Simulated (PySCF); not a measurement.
## `C=C1[C@H](C)[C@H]1COC`, C$_{7}$H$_{12}$O

Geometry:
```csv
atom,x (Å),y (Å),z (Å)
C1,-0.964,2.068,0.203
C2,-0.851,0.785,-0.018
C3,-1.443,-0.476,-0.475
C4,-2.511,-1.169,0.337
C5,-0.009,-0.420,0.037
C6,1.153,-0.573,-0.928
O7,2.149,0.418,-0.795
C8,2.817,0.404,0.441
H9,-0.144,2.649,0.596
H10,-1.878,2.600,-0.007
H11,-1.563,-0.599,-1.547
H12,-2.494,-2.242,0.154
H13,-3.495,-0.789,0.067
H14,-2.358,-0.993,1.399
H15,0.167,-0.849,1.018
H16,0.801,-0.467,-1.957
H17,1.602,-1.573,-0.806
H18,2.151,0.681,1.266
H19,3.249,-0.583,0.648
H20,3.616,1.140,0.365
```

Computed with TDDFT PBE0/def2-SVPD circular dichroism and optical rotation, one conformer, gas phase in PySCF 2.14.0. Geometry: GFN2-xTB.

The molecule is flexible and this is one conformer; a measurement averages over conformers. States above about 7.3 eV (minus the energy of the highest occupied orbital) lie near or above the ionisation threshold and depend on the basis.

Problem. Draw the ECD and absorption spectra from the lowest 12 states, each a Gaussian of half-width 0.3 eV at 1/e height.

Solution. 
```tsv
E (eV)	λ (nm)	Δε (L mol⁻¹ cm⁻¹)	ε (L mol⁻¹ cm⁻¹)
5.67	219	-1.93	88.3
5.77	215	-5.23	241
5.87	211	-11.29	529
5.97	208	-19.35	942
6.07	204	-25.94	1380
6.17	201	-26.27	1700
6.27	198	-17.94	1860
6.37	195	-3.69	1920
6.47	192	+10.15	2000
6.57	189	+18.50	2310
6.67	186	+21.14	3250
6.77	183	+21.89	5380
6.87	180	+23.99	8880
6.97	178	+26.63	12900
7.07	175	+26.28	15900
7.17	173	+21.57	16200
7.27	171	+15.37	13800
7.37	168	+11.33	10200
7.47	166	+9.54	6860
7.57	164	+6.94	4760
7.67	162	+1.45	3770
7.77	160	-5.74	3320
```
Δε uses R in velocity form, ε uses f in length form. Only the states computed contribute, so the short-wavelength end is incomplete.
